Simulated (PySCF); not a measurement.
Level of theory: PySCF 2.14.0 with CAM-B3LYP-D3(BJ)/def2-TZVP. Gas-phase values, no solvent. Excitations are Tamm–Dancoff values on a coarser integration grid. The basis has no diffuse functions, so Rydberg states are missing or too high.

Reference species (SMILES): `ClB(N)Cl` (neutral, multiplicity 1).

```
Property                Value
-------------------  --------
S1 excitation (TDA)   7.52 eV
HOMO                 -9.99 eV
```

Changed species: `NB(N)Cl` (2 of 3 Cl replaced by NH2; the reference has 1 of 3 Cl replaced by NH2).

Q: Give the shifts of the S1 excitation (TDA) and HOMO.

A: the S1 excitation (TDA) falls by 0.87 eV, to 6.65 eV; the HOMO rises by 1.21 eV, to -8.78 eV.
